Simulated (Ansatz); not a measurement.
`CC[SiH2][TeH]` and `CC[SiH2]O[SiH3]` differ in one atom or group.

Ansatz, PBE0-D4/def2-TZVP geometries, multiplicity 1. Each molecule was computed in one conformer, which needn't be the lowest.

Elements past krypton have def2 core potentials.

```tsv
property	`CC[SiH2][TeH]`
size of the dipole moment (B3LYP/def2-TZVPP) / D	1.47
LUMO energy (B3LYP/def2-TZVPP) / eV	-0.69
HOMO energy (ωB97M-V/def2-TZVPP) / eV	-8.47
LUMO energy (PBE/def2-TZVPP) / eV	-1.27
HOMO–LUMO gap (PBE0/def2-TZVPP) / eV	5.94
size of the dipole moment (ωB97M-V/def2-TZVPP) / D	1.53
```

(1) Give the same properties after the change, and the shifts. (An estimate is asked.)

Answers

(1) The calculation gave: 
```tsv
property	`CC[SiH2]O[SiH3]`	shift
size of the dipole moment (B3LYP/def2-TZVPP) / D	1.04	-0.43
LUMO energy (B3LYP/def2-TZVPP) / eV	-0.14	0.55
HOMO energy (ωB97M-V/def2-TZVPP) / eV	-10.43	-1.96
LUMO energy (PBE/def2-TZVPP) / eV	-0.81	0.46
HOMO–LUMO gap (PBE0/def2-TZVPP) / eV	8.24	2.30
size of the dipole moment (ωB97M-V/def2-TZVPP) / D	1.04	-0.49
```

With PBE0 the HOMO falls by 1.78 eV and the LUMO rises by 0.53 eV, so the gap widens by about 2.31 eV. PBE moves the HOMO by -1.47 eV and ωB97M-V by -1.96 eV. Dipoles are sizes alone; their direction can turn.

B3LYP here is the variant with VWN-RPA as its local correlation; programs differ in this.

Spin–orbit coupling is left out; it splits and shifts lone-pair levels of the heavy atoms by tenths of an eV.
